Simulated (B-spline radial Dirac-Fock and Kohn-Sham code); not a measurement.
## Core-level shifts of mercury with charge state

Method: Dirac-Fock energy differences between relaxed states, corrected for Breit and QED terms. Computed with a radial B-spline solver. Each ion is free and in its tabulated ground configuration. No correlation.

Reference: Hg⁵⁴⁺, [Ar] 3d8, with K (1s) 86450.3 eV, L3 (2p3/2) 15550.9 eV, M2 (3p1/2) 6307.3 eV, M3 (3p3/2) 5841.1 eV, M4,5 (3d) 5382.7 eV, Kα1 (K-L3) 70899.4 eV, Kβ1 (K-M3) 80609.3 eV, Lℓ (L3-M1) 8977.1 eV. Shifts from it, in eV (a dash: the subshell is empty, belongs to an open shell averaged over j, or its hole state is left out as unreliable):

```tsv
ion	configuration	K (1s)	L3 (2p3/2)	M2 (3p1/2)	M3 (3p3/2)	M4,5 (3d)	Kα1	Kβ1	Lℓ
Hg⁵⁵⁺	[Ar] 3d7	+186.8	+180.2	+137.3	+132.1	+146.5	+6.65	+54.77	+45.40
Hg⁵⁶⁺	[Ar] 3d6	+376.1	+362.5	+275.9	+265.4	+294.6	+13.62	+110.71	+91.71
Hg⁵⁷⁺	[Ar] 3d5	+567.9	+547.0	+415.8	+400.0	+444.3	+20.92	+167.84	+138.93
Hg⁵⁸⁺	[Ar] 3d4	+762.0	+733.5	+557.1	+535.9	+595.5	+28.55	+226.14	+187.07
Hg⁵⁹⁺	[Ar] 3d3	+958.7	+922.1	+699.6	+673.0	+748.3	+36.52	+285.62	+236.10
Hg⁶⁰⁺	[Ar] 3d2	+1157.7	+1112.9	+843.5	+811.4	+902.6	+44.84	+346.30	+286.05
Hg⁶¹⁺	[Ar] 3d1	+1359.3	+1305.7	+988.6	+951.1	+1058.6	+53.51	+408.15	+336.89
```

Over this range K (1s) moves by +1359.3 eV and Kα1 by +53.5 eV: a line is a difference of two levels that shift in the same direction.
